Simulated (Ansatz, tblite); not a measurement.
Cost and result up the ladder for the cluster Li₃Se⁺ (the lowest singlet isomer of a short search) (4 atoms). The state is a singlet with charge 1. Geometry: r2SCAN-D4/def2-TZVP.

```xyz
4

Li   -1.601    1.628   -0.229
Li    0.960   -0.932   -1.863
Li    0.649   -0.687    2.092
Se   -0.009   -0.009    0.001
```

Ansatz on 4 threads of Arm Neoverse V2 on a shared host; xTB runs through tblite on one thread. Times are rough, summed over both states, and most runs start from the orbitals of an earlier one. CCSD(T)/def2-TZVPP serves as the yardstick here, not as an exact answer. Differences are given only for rows in sets of like size (and for xTB, whose basis is part of the method), since another set adds its own error. The other state is a triplet at its own geometry, which has other bonds, so the gap mixes isomer and spin.

The xTB rows come from tblite. B3LYP takes the VWN-RPA correlation. Correlated methods freeze 9 core orbitals; core or outer-core shells of Li, Se are correlated, in sets that lack core-valence functions. At PBE0-D4/def2-TZVP a singlet of charge 1 lies 3.11 eV below the triplet, each at its own geometry. The structure comes from a short search, and lower isomers may exist.

Correlated methods converge slowly with the basis.

xTB has no spin-polarisation term.

```csv
level,functions,triplet − singlet (eV),difference from CCSD(T)/def2-TZVPP (eV)
PBE0-D4/def2-TZVP,90,3.11,-0.03
PBE-QIDH/def2-TZVP (with forces),90,3.21,0.07
PBE-D4/def2-TZVP,90,3.09,-0.05
GFN2-xTB,21,2.94,-0.20
CCSD(T)/def2-TZVPP,105,3.14,0.00
RPA@PBE/def2-TZVP,90,3.02,-0.12
MP2/def2-TZVP,90,3.27,0.13
LDA (SPW92)/def2-TZVP,90,3.44,0.31
r2SCAN-D4/def2-TZVP,90,3.19,0.05
B3LYP-D4/def2-TZVP,90,3.16,0.02
GFN1-xTB,21,3.25,0.11
BHLYP-D4/def2-TZVP,90,3.14,0.00
HF/STO-3G,33,2.80,–
B97M-V/def2-TZVP,90,3.24,0.10
```

Question: Estimate how long each takes.

Answer: GFN2-xTB 0.003 s; GFN1-xTB 0.004 s; HF/STO-3G 0.2 s; MP2/def2-TZVP 0.8 s; LDA (SPW92)/def2-TZVP 0.9 s; PBE-D4/def2-TZVP 1.7 s; B3LYP-D4/def2-TZVP 2 s; BHLYP-D4/def2-TZVP 2.3 s; RPA@PBE/def2-TZVP 2.3 s; PBE0-D4/def2-TZVP 3.4 s; r2SCAN-D4/def2-TZVP 3.9 s; PBE-QIDH/def2-TZVP (with forces) 4 s; B97M-V/def2-TZVP 6.3 s; CCSD(T)/def2-TZVPP 14 s. On shared hardware such times vary by a factor of up to 3.
